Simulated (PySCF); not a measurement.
HCdFS, singlet, geometry from GFN2-xTB (such geometries of metal compounds can be far from the true shape) (core potentials on Cd). Base run: HF/def2-SVP (PySCF).

The PySCF input:
```python
from pyscf import gto, scf, solvent

mol = gto.M(
    atom='''
Cd    0.27237785   -0.13884116    0.38956985
F    -0.36381088   -1.97634073    0.10467599
S    -0.61002898    1.37195062   -1.17925333
H    -0.03937530    2.50023252   -0.77338336
''',
    basis='def2-svp',
    ecp={'Cd': 'def2-svp'},
    verbose=4,
)

mf = scf.RHF(mol)
mf.kernel()
```

Base: dipole (D) 6.56; HOMO-LUMO gap (eV) 9.11.

A changed run: ΔE vs base (kcal/mol) -17.19; dipole (D) 7.81; HOMO-LUMO gap (eV) 10.04.

### Question
Which change was made?
(A) model = IEF-PCM; solvent = methanol
(B) model = IEF-PCM; solvent = tetrahydrofuran
(C) model = IEF-PCM; solvent = tetrahydrofuran; vdw_scale = 1.4
(D) model = IEF-PCM; solvent = tetrahydrofuran; lebedev_order = 11
(E) model = IEF-PCM; solvent = chloroform

### Answer
C, model = IEF-PCM; solvent = tetrahydrofuran; vdw_scale = 1.4

The base is the gas phase, so ΔE is the electrostatic part of solvation at a fixed geometry, without cavity and dispersion terms.
